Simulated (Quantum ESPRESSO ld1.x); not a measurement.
One sound ld1.x (Quantum ESPRESSO 7.5) input for neutral silicon gives E = -288.8457 hartree in 22 iterations:

```
 &input
    zed=14.0,
    iswitch=1,
    rel=1,
    lsd=1,
    dft='PW',
    config='[Ne] 3s2 3p2',
    prefix='ld1',
    max_out_wfc=37,
    file_charge='ld1.rho',
 /
```

Changed or added lines, one case at a time, and what came of them:

- config='[Ne] 3s2 3p': refused. The program stops in el_config with "no occupancy field?": each term needs its occupation.
- rel=2 relpert=.true. (without lsd): refused. The program stops in ld1_readin with "perturbative SO-splitting for AE calculations with rel=0 only": the perturbative correction needs rel = 0.
- dft='PBE': silently wrong. The run ends normally, but in this build (ld1.x 7.5) Etot and Exc of a spin-polarised run lack the gradient corrections of exchange and correlation and come out near their LSDA values (nitrogen, PBE: -54.132 hartree against -54.536 from two other codes). The eigenvalues and orbitals are those of the GGA; the energies must not be used.
- noscf=.true.: refused. The program stops in ld1_readin with "hydrogenic levels available only with lsd=0": noscf gives hydrogenic levels and needs lsd = 0.
- dft='M06L': refused. The program stops in ld1_setup with "meta-GGA not implemented for LSDA": ld1.x has meta-GGAs only without spin and for rel = 0 or 1.
- dx=0.15: inaccurate. The radial step is too large to integrate the orbitals; the run ends without a warning, but the energy is off by +0.007663 hartree against the default mesh.
- config='[Ne] 3s2 3p2 4p4': spurious. The string holds 18 electrons for Z = 14, so the species has charge -4 and is not the one meant. The equations of the added shell fail (the log warns of at least one error in the KS equations), so the printed solution is spurious even though the residual is small.
